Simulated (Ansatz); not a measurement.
Total energies of W5O21H12 from Ansatz at PBE0-D4/def2-TZVP, gas phase (1 Eh = 27.2114 eV = 2625.5 kJ/mol). The reference geometry is relaxed at PBE-D4/def2-SVP.

```xyz
38

W    -0.711   -0.554    0.551
W     1.939   -1.438   -1.830
W    -0.357    2.751   -1.190
W    -0.424   -3.872    2.261
W    -1.995    2.490    1.649
O     1.051   -0.075   -2.823
O     3.681   -0.908   -2.324
O    -0.456    4.664   -1.091
O     1.379    2.551   -1.035
O     0.294   -1.424   -0.832
O     0.770   -3.766    0.964
O    -2.130   -4.553    1.725
O     2.452   -2.646   -0.517
O     1.662   -2.737   -3.159
O     2.447    0.225   -0.339
O    -2.398    2.794   -0.547
O    -3.557    3.630    1.572
O    -0.381    2.998    0.992
O    -0.717    0.916   -0.845
O    -0.648    2.707   -3.052
O    -0.227   -2.442    3.483
O     0.098   -5.190    3.235
O    -1.550   -2.030    1.020
O    -1.775    2.673    3.350
O     0.584   -0.339    1.710
O    -2.070    0.647    1.394
H     0.169    0.252   -2.523
H     4.236   -0.297   -1.802
H    -0.215    5.169   -0.292
H     2.132    1.155   -0.603
H    -2.370   -5.447    2.035
H     1.817   -3.136    0.159
H     1.892   -3.675   -3.003
H     2.087    0.082    0.574
H    -2.914    3.609   -0.708
H    -3.881    3.929    2.444
H     0.012    2.845   -3.755
H     0.070   -1.558    3.153
```

```json
{"state": "charge 0 singlet", "geometry": "reference", "energy (Eh)": "-1922.57470"}
{"state": "charge 1 doublet", "geometry": "reference", "energy (Eh)": "-1922.20740"}
{"state": "charge -1 doublet", "geometry": "reference", "energy (Eh)": "-1922.65338"}
{"state": "charge -1 doublet", "geometry": "relaxed at PBE-D4/def2-SVP", "energy (Eh)": "-1922.68646"}
```

In the def2 sets W takes a core potential; there is no spin–orbit coupling. Single mean-field runs in def2-TZVP are fitted with def2-universal-jkfit.

(1) Work out the vertical ionisation energy to the doublet.

(2) Work out the vertical electron affinity, to the doublet.

(3) Give the fundamental gap IE − EA, the Mulliken electronegativity (IE + EA)/2 and the hardness (IE − EA)/2.

(4) How much does the charge -1 doublet relax, and what is the adiabatic electron affinity?

(1) E(charge 1 doublet) − E(charge 0 singlet) = -1922.20740 − (-1922.57470) = 0.36730 Eh = 9.99 eV. For comparison, −ε of the highest occupied level is 8.72 eV at this level, 1.27 eV less.

(2) E(charge 0 singlet) − E(charge -1 doublet) = -1922.57470 − (-1922.65338) = 0.07868 Eh = 2.14 eV. The basis lacks diffuse functions, which makes affinities too small.

(3) From the values in Eh: IE − EA = 0.36730 − 0.07868 = 0.28862 Eh = 7.85 eV; (IE + EA)/2 = 6.07 eV; (IE − EA)/2 = 3.93 eV. The HOMO–LUMO gap of the same run is 5.42 eV, 2.43 eV smaller than the fundamental gap.

(4) Relaxation: -1922.65338 − (-1922.68646) = 0.03308 Eh = 0.90 eV. Adiabatic electron affinity: 0.11176 Eh = 3.04 eV, without zero-point energy.
